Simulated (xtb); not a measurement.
xtb input (GFN1-xTB):

```bash
xtb mol.xyz --gfn 1 --sp --chrg 0 --uhf 0
```
mol.xyz:
```
16

C     -0.68063919     1.62136650     0.31209326
C     -0.62435720     0.30560876     0.10748579
Si    -2.18765046    -0.72127330     0.10545487
C      0.67599644    -0.40849767    -0.12811924
O      1.77111474     0.47644994    -0.10164028
C      3.00362977    -0.17300103    -0.32080791
H      0.21472865     2.23075608     0.31647154
H     -1.62338161     2.12719528     0.48110520
H     -3.34779024     0.16329502     0.35309859
H     -2.36024832    -1.41338476    -1.19655789
H     -2.12954027    -1.76925909     1.15540464
H      0.80674307    -1.19203092     0.63616099
H      0.63656281    -0.92952258    -1.09874859
H      3.20177275    -0.92817977     0.45061009
H      3.78176729     0.58739729    -0.28208125
H      3.02979533    -0.66289925    -1.30262073
```

End of the output:

```
         :::::::::::::::::::::::::::::::::::::::::::::::::::::
         ::                     SUMMARY                     ::
         :::::::::::::::::::::::::::::::::::::::::::::::::::::
         :: total energy             -20.368933161054 Eh    ::
         :: gradient norm              0.028064214581 Eh/a0 ::
         :: HOMO-LUMO gap              4.555598012970 eV    ::
         ::.................................................::
         :: SCC energy               -20.590525637138 Eh    ::
         :: -> electrostatic           0.042911751534 Eh    ::
         :: repulsion energy           0.227395427447 Eh    ::
         :: dispersion energy         -0.005802951362 Eh    ::
         :: halogen bond corr.         0.000000000000 Eh    ::
         :: add. restraining           0.000000000000 Eh    ::
         :: total charge              -0.000000000000 e     ::
         :::::::::::::::::::::::::::::::::::::::::::::::::::::

           -------------------------------------------------
          |                Property Printout                |
           -------------------------------------------------

    * Orbital Energies and Occupations

         #    Occupation            Energy/Eh            Energy/eV
      -------------------------------------------------------------
         1        2.0000           -0.7852730             -21.3684
       ...           ...                  ...                  ...
         6        2.0000           -0.5974874             -16.2585
         7        2.0000           -0.5937867             -16.1578
         8        2.0000           -0.5837538             -15.8847
         9        2.0000           -0.5569539             -15.1555
        10        2.0000           -0.5286936             -14.3865
        11        2.0000           -0.5285752             -14.3833
        12        2.0000           -0.5019273             -13.6581
        13        2.0000           -0.4828409             -13.1388
        14        2.0000           -0.4739954             -12.8981
        15        2.0000           -0.4705876             -12.8053
        16        2.0000           -0.4535976             -12.3430
        17        2.0000           -0.4414782             -12.0132
        18        2.0000           -0.4340471             -11.8110 (HOMO)
        19                         -0.2666319              -7.2554 (LUMO)
        20                         -0.1969502              -5.3593
        21                         -0.1819341              -4.9507
        22                         -0.1697369              -4.6188
        23                         -0.1363823              -3.7112
        24                         -0.1224995              -3.3334
        25                         -0.0952225              -2.5911
        26                         -0.0946580              -2.5758
        27                         -0.0734423              -1.9985
        28                         -0.0658755              -1.7926
        29                         -0.0643346              -1.7506
       ...                                ...                  ...
        49                          1.2980944              35.3229
      -------------------------------------------------------------
                  HL-Gap            0.1674151 Eh            4.5556 eV
             Fermi-level           -0.3503395 Eh           -9.5332 eV

  Mulliken/CM5 charges         n(s)   n(p)   n(d)
     1C    -0.02211 -0.11583   1.054  2.968  0.000
     2C    -0.09401 -0.07322   1.105  2.989  0.000
     3Si    0.23219 -0.05587   1.312  1.929  0.527
     4C     0.20990  0.13886   0.985  2.805  0.000
     5O    -0.46230 -0.56959   1.684  4.778  0.000
     6C     0.17295  0.05117   0.969  2.858  0.000
     7H     0.04853  0.10709   0.951  0.000  0.000
     8H     0.03091  0.08584   0.969  0.000  0.000
     9H    -0.06864  0.01314   1.069  0.000  0.000
    10H    -0.07383  0.00677   1.074  0.000  0.000
    11H    -0.07383  0.00677   1.074  0.000  0.000
    12H     0.01995  0.08370   0.980  0.000  0.000
    13H     0.01995  0.08370   0.980  0.000  0.000
    14H     0.01281  0.07124   0.987  0.000  0.000
    15H     0.03474  0.09499   0.965  0.000  0.000
    16H     0.01281  0.07124   0.987  0.000  0.000

Wiberg/Mayer (AO) data.
largest (>0.10) Wiberg bond orders for each atom

 ---------------------------------------------------------------------------
     #   Z sym  total        # sym  WBO       # sym  WBO       # sym  WBO
 ---------------------------------------------------------------------------
     1   6 C    3.993 --     2 C    1.839     7 H    0.972     8 H    0.970
                             3 Si   0.143
     2   6 C    3.958 --     1 C    1.839     3 Si   1.051     4 C    0.987
     3  14 Si   4.081 --     2 C    1.051     9 H    0.932    11 H    0.932
                            10 H    0.932     1 C    0.143
     4   6 C    3.925 --     2 C    0.987    13 H    0.951    12 H    0.951
                             5 O    0.945
     5   8 O    2.016 --     6 C    0.954     4 C    0.945
     6   6 C    3.922 --    15 H    0.982    14 H    0.981    16 H    0.981
                             5 O    0.954
     7   1 H    1.010 --     1 C    0.972
     8   1 H    1.008 --     1 C    0.970
     9   1 H    0.989 --     3 Si   0.932
    10   1 H    0.990 --     3 Si   0.932
    11   1 H    0.990 --     3 Si   0.932
    12   1 H    1.012 --     4 C    0.951
    13   1 H    1.012 --     4 C    0.951
    14   1 H    1.011 --     6 C    0.981
    15   1 H    1.016 --     6 C    0.982
    16   1 H    1.011 --     6 C    0.981
 ---------------------------------------------------------------------------

Topologies differ in total number of bonds
Writing topology from bond orders to xtbtopo.mol

 dipole moment from electron density (au)
     X       Y       Z
   0.4936  -0.5105  -0.1257  total (Debye):    1.833

           -------------------------------------------------
          | TOTAL ENERGY              -20.368933161054 Eh   |
          | GRADIENT NORM               0.028064214581 Eh/α |
          | HOMO-LUMO GAP               4.555598012970 eV   |
           -------------------------------------------------

------------------------------------------------------------------------
------------------------------------------------------------------------
 total:
Note: The following floating-point exceptions are signalling: IEEE_DENORMAL
normal termination of xtb
 SCF:
```
